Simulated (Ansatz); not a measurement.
Total energies of `c1ccc2c(c1)-c1ccc3ccccc3c1-2` from Ansatz at PBE0-D4/def2-SVP, gas phase (1 Eh = 27.2114 eV = 2625.5 kJ/mol). The reference geometry is relaxed at PBE-D4/def2-SVP.

Cartesian coordinates in Å:
```
C 1.689 -3.873 0.630
C 1.252 -3.761 -0.691
C 0.640 -2.567 -1.187
C 0.512 -1.536 -0.277
C 0.962 -1.651 1.082
C 1.552 -2.800 1.567
C 0.491 -0.236 1.346
C 0.361 0.808 2.268
C -0.237 1.986 1.789
C -0.692 2.128 0.447
C -1.297 3.338 -0.012
C -1.736 3.468 -1.319
C -1.595 2.392 -2.244
C -1.015 1.200 -1.849
C -0.552 1.032 -0.508
C 0.050 -0.126 0.006
H 2.154 -4.814 0.963
H 1.381 -4.616 -1.373
H 0.303 -2.498 -2.231
H 1.904 -2.910 2.604
H 0.702 0.730 3.311
H -0.368 2.843 2.469
H -1.410 4.173 0.697
H -2.199 4.410 -1.652
H -1.950 2.517 -3.279
H -0.902 0.364 -2.556
```

```csv
state,geometry,energy (Eh)
charge 0 singlet,reference,-614.54409
charge 1 doublet,reference,-614.28846
charge -1 doublet,reference,-614.56565
charge -1 doublet,relaxed at PBE-D4/def2-SVP,-614.56798
free C atom (triplet),–,-37.76066
free H atom (doublet),–,-0.50029
```

Work out the vertical ionisation energy to the doublet.

E(charge 1 doublet) − E(charge 0 singlet) = -614.28846 − (-614.54409) = 0.25563 Eh = 6.96 eV. For comparison, −ε of the highest occupied level is 5.50 eV at this level, 1.46 eV less.

Work out the vertical electron affinity, to the doublet.

E(charge 0 singlet) − E(charge -1 doublet) = -614.54409 − (-614.56565) = 0.02156 Eh = 0.59 eV. The basis lacks diffuse functions, which makes affinities too small.

Give the fundamental gap IE − EA, the Mulliken electronegativity (IE + EA)/2 and the hardness (IE − EA)/2.

From the values in Eh: IE − EA = 0.25563 − 0.02156 = 0.23407 Eh = 6.37 eV; (IE + EA)/2 = 3.77 eV; (IE − EA)/2 = 3.18 eV. The HOMO–LUMO gap of the same run is 3.57 eV, 2.80 eV smaller than the fundamental gap.

How much does the charge -1 doublet relax, and what is the adiabatic electron affinity?

Relaxation: -614.56565 − (-614.56798) = 0.00233 Eh = 0.06 eV. Adiabatic electron affinity: 0.02389 Eh = 0.65 eV, without zero-point energy. 

What is the binding energy per atom against free atoms?

Atoms: 16 × (-37.76066) + 10 × (-0.50029) = -609.17346 Eh. Binding: -609.17346 − (-614.54409) = 5.37063 Eh = 146.14 eV, or 5.62 eV for each of 26 atoms (no zero-point energy, no counterpoise term).

At PBE0-D4/def2-SVP the highest occupied level of the charge -1 doublet lies above zero (up to 0.85 eV). By energy differences its removal costs 0.59 eV (vertical, to the charge 0 singlet, at PBE0-D4/def2-SVP); self-interaction error and the lack of diffuse functions both raise the level. At PBE0-D4/def2-SVP the highest occupied level of the relaxed charge -1 doublet lies above zero (up to 0.58 eV). By energy differences its removal costs 0.65 eV (each at its own geometry, to the charge 0 singlet, at PBE0-D4/def2-SVP); self-interaction error and the lack of diffuse functions both raise the level.
